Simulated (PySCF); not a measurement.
Computed shifts of a molecule C₄H₃ClF₂, PBE/pcSseg-1 run with PySCF, GIAO, gas phase, atoms alike by connectivity averaged where their shifts nearly agree, in ppm (number of nuclei): ¹³C: 169.6 (1), 157.9 (1), 127.1 (1), 100.2 (1). ¹⁹F: -118.3 (1), -127.4 (1). ¹H: 7.22 (1), 5.31 (2). References: ¹³C against TMS (σ = 182.0 ppm); ¹⁹F against CFCl3 (σ = 133.6 ppm); ³⁵Cl against HCl (σ = 936.5 ppm); ¹H against TMS (σ = 31.49 ppm), references at their B3LYP-D3(BJ)/def2-TZVP geometries, non-relativistic (without spin–orbit terms, shifts of atoms bonded to Cl or Br come out too high). Coordinates come from a B3LYP-D3(BJ)/def2-SVP optimisation. One conformer was computed; it need not be the lowest.

Which molecule gave these data?
A. C=C(F)/C(Cl)=C\F
B. FC(F)C=C=CCl
C. FC(F)=C=CCCl
D. C=C(F)/C(F)=C\Cl

A, C=C(F)/C(Cl)=C\F
